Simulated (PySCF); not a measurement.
Dipole response of Ta⁺ (tantalum, charge +1)

[Xe] 4f14 5d3 6s1, high-spin 5F determinant. All numbers are calculated (PySCF 2.14, the spin-free X2C one-electron Hamiltonian (Gaussian nucleus), in x2c-TZVPPall with one added diffuse shell each of s, p, d, f type (12s8p8d4f1g, 113 functions)). Coupled (time-dependent) response in atomic units; α is the mean over directions.

| method | mean α (bohr³) | C₆ (like pair) | S(−4) |
| --- | --- | --- | --- |
| BP86 | 40.49 | 349.6 | 760.8 |

S(−4) is the Cauchy moment in α(ω) = α(0) + S(−4) ω² + …

Spin-orbit coupling is absent.

α(iu) at BP86:

| u (hartree) | α(iu) (bohr³) |
| --- | --- |
| 0 | 40.49 |
| 0.0500 | 38.70 |
| 0.100 | 34.36 |
| 0.200 | 24.78 |
| 0.300 | 18.09 |
| 0.500 | 11.11 |
| 0.750 | 7.235 |
| 1.00 | 5.230 |
| 1.50 | 3.191 |
| 2.00 | 2.171 |
| 3.00 | 1.190 |
| 5.00 | 0.5083 |

A single London oscillator, α(iu) = α/(1 + u²/ω²), gives C₆ = (3/4) ω α². Matching the computed C₆ needs ω = 4 × 349.6 / (3 × 40.49²) = 0.284 hartree.

For an ion, C₆ is the dispersion term alone; charge-induced terms of lower order in 1/R come first.

Spin-orbit coupling, absent here, splits the open shell strongly.
